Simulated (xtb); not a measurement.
AgF, SMILES [F][Ag], multiplicity 1. All values are semi-empirical tight-binding results from xtb (GFN2-xTB unless named), good for trends rather than for accurate numbers. Coordinates come from a GFN2-xTB optimisation. The multiplicity is an assumed one; other spin states were not compared.

Optimised geometry:

Bonded distances (Å): Ag1–F2 1.972.
Charge 0, spin multiplicity 1.

For metal compounds this method's bond lengths and energies can be far off.

```json
{
 "point_group_as_xtb_finds_it": "C∞v",
 "orbital_gap": "3.79 eV"
}
```

**Question.** Give the atomic charges and the Wiberg bond orders between heavy atoms. (An estimate is asked for; the answer gives what the named calculation found.)

**Answer.** charges (e) Ag1 0.41, F2 -0.41. Bond orders Ag1–F2 1.01.
